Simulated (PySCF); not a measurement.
These are PBE0-D3(BJ)/def2-TZVP // PBE0-D3(BJ)/def2-SVP in PySCF 2.14.0 values and carry that method's errors. All species are isolated molecules in the gas phase. One relaxed conformer stands for a flexible species; it need not be the lowest. Excitations are Tamm–Dancoff values on a coarser integration grid. The basis has no diffuse functions, so Rydberg states are missing or too high.

Reference species (SMILES): `C=C(F)c1ccc([SiH3])cc1` (F–C–C–C torsion 5°) (neutral, multiplicity 1).

```json
{
  "S1 oscillator strength": "0.024",
  "S1–T1 gap (TDA)": "1.77 eV",
  "HOMO–LUMO gap": "5.28 eV"
}
```

After one change: the S1 oscillator strength increases by 0.069; the S1–T1 gap (TDA) falls by 0.18 eV; the HOMO–LUMO gap increases by 0.29 eV.

Q: What was changed between the two runs? The new species is one of these.
A. `C=Cc1cc(F)cc([SiH3])c1` (C–C–C–C torsion 1°)
B. `C=Cc1ccc([SiH3])cc1F` (C–C–C–C torsion 0°)
C. `C=C([SiH3])c1ccccc1F` (Si–C–C–C torsion 145°)
D. `C=Cc1ccc([SiH3])c(F)c1` (C–C–C–C torsion 179°)

A: C, `C=C([SiH3])c1ccccc1F` (Si–C–C–C torsion 145°)
